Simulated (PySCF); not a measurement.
Ti(OMe)2Cl2, C2H6Cl2O2Ti (singlet state).
Cartesian coordinates in Å at the PBE0-D3(BJ)/def2-SVP level; atoms count from 1:
```xyz
13
C2H6Cl2O2Ti angstrom
Ti    -1.0562    0.0046   -0.8055
O     -1.1349    0.0558    0.9243
C     -0.8913    0.0642    2.2894
H     -1.3403    0.9609    2.7477
H      0.1925    0.0678    2.4944
H     -1.3358   -0.8291    2.7584
O      0.5987   -0.0645   -1.2996
C      1.9764   -0.0844   -1.4447
H      2.2906   -1.0268   -1.9226
H      2.4740   -0.0020   -0.4639
H      2.3005    0.7577   -2.0781
Cl    -1.9548    1.8456   -1.6281
Cl    -2.0888   -1.8018   -1.5496
```

Method: PySCF, TDDFT wB97X-D/def2-SVPD, vertical, gas phase, core orbitals frozen in the response.

Transition dipole moments from the ground state, in atomic units and in the frame of the coordinates above (overall signs are arbitrary), for the states with f of 0.002 or more among the lowest 14:

```tsv
state	E (eV)	μx	μy	μz
S3	5.025	0.002	0.282	0.004
S4	5.257	0.134	-0.309	-0.185
S5	5.265	0.125	0.408	-0.144
S6	5.345	0.285	-0.015	0.214
S9	5.669	0.110	-0.008	0.085
S12	5.860	-0.109	0.005	0.179
S14	5.897	0.353	-0.007	0.289
```

What oscillator strength does each state have?

f = (2/3) ΔE |μ|² with ΔE in hartree (27.2114 eV).

```tsv
state	|μ|² (au)	|μ| (D)	f
S3	0.080	0.72	0.010
S4	0.148	0.98	0.019
S5	0.203	1.14	0.026
S6	0.127	0.91	0.017
S9	0.019	0.35	0.003
S12	0.044	0.53	0.006
S14	0.209	1.16	0.030
```

What angle do the transition dipoles of S6 and S14 make?

|cos θ| = |μa·μb| / (|μa| |μb|) = 1.00, so θ ≈ 3° (taken between 0 and 90°, since the signs are arbitrary).

What peak molar absorption coefficient would the strongest computed level give as a lone Gaussian band 0.5 eV wide at half height?

ε(max) = 2.175×10⁸ f / FWHM, with the width in cm⁻¹. S4/S5 (f summed): 2.175×10⁸ × 0.0452 / 4033 ≈ 2400 L mol⁻¹ cm⁻¹.

S4/S5 coincide within about 0.01 eV; within a degenerate level the directions of the single components are arbitrary.
